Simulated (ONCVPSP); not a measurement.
## Mo (Z = 42): excitation energies, all-electron against ONCV

ONCVPSP 4.0.1 input, shortened (lines: element, Z, core and valence counts, functional; n l f; lmax; l rc ep ncon nbas qcut; lloc lpopt rc5 dvloc0; l nproj debl; icmod fcfact rcfact), PBE, scalar-relativistic:

```
  Mo 42.00    8    2        4      upf
    1    0    2.00
    2    0    2.00
    2    1    6.00
    3    0    2.00
    3    1    6.00
    3    2   10.00
    4    0    2.00
    4    1    6.00
    4    2    5.00
    5    0    1.00
    2
    0    3.15    0.00    4    7    2.00
    1    2.45    0.42    4    8    3.20
    2    1.90    0.00    4    8    9.50
    2    5    1.90    0.00
    0    3    2.10
    1    1    2.00
    2    0    1.60
    1    0.50    0.00
```

Energies are relative to the spin-unpolarised reference configuration 4d5 5s1; without spin polarisation the order of configurations can differ from experiment.

| valence configuration | charge | ΔE all-electron (eV) | error AE − PS (meV) |
| --- | --- | --- | --- |
| 4d5 5s0 | +1 | 6.890 | -14 |
| 4d3 5s0 | +3 | 49.096 | -416 |
| 4d4 5s2 | 0 | 0.198 | -58 |

**Question.** What are ΔE and the potential's error for 4d4 5s0?

**Answer.** ΔE = 22.352 eV all-electron; the error (AE − PS) is -66 meV.

Levels in the configuration 4d5 5s0:

```tsv
level	all-electron (eV)	pseudo (eV)
4d	-10.414	-10.400
```

Note: ghosts flagged at negative energy: p at -15.2 eV; GHOST(+) flagged for s at 32.9 eV. A true bound ghost makes a file unfit for plane-wave use.
